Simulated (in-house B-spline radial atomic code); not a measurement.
**Removing one electron from the molybdenum ion Mo¹²⁺**

Closed shell [Ar] 3d10 4s2. Computed with an all-electron radial atomic-structure program (B-spline basis): Koopmans values of Dirac-Hartree-Fock plus a diagonal self-energy, in second order or with its direct term screened (direct RPA, with the hole-particle interaction, or full time-dependent Hartree-Fock), linearised in energy; no-pair Dirac-Coulomb Hamiltonian, finite nucleus. Shifts add to the Koopmans value (the ΔSCF shift is orbital relaxation alone); the final value takes TDHF screening with Breit and QED.

Command:
```bash
python run_mb.py task.json out
```
Settings (nuclear radius in fm, box in bohr, cutoff in hartree):
```
basis_form          2
Z                   42
core_configuration  [Ar] 3d10 4s2
rms_radius          4.4091
mass_number         98
speed_of_light      137.036
box_radius          6.469
lmax                7
intervals           60
virtual_cutoff      7056.0
```

Run time, properties included: 17 s on 1 thread of Intel(R) Xeon(R) Platinum 8259CL CPU @ 2.50GHz (shared host).

Energies in eV:

| subshell | Koopmans | ΔSCF shift | second order | direct RPA | hole-particle | TDHF | Breit + QED | final |
| --- | --- | --- | --- | --- | --- | --- | --- | --- |
| 4s1/2 | 277.02 | -0.213 | ? | ? | ? | ? | ? | ? |

What does the self-energy do to 4s1/2?

It shifts the removal energy by 2.241 eV in second order, 1.427 with direct RPA, 1.679 with the hole-particle term and 1.920 with TDHF screening (quasi-particle weight 0.987); Breit and QED add -0.187 eV. The final value is 278.75 eV, against 279.1 ± 0.5 eV (NIST, semi-empirical).
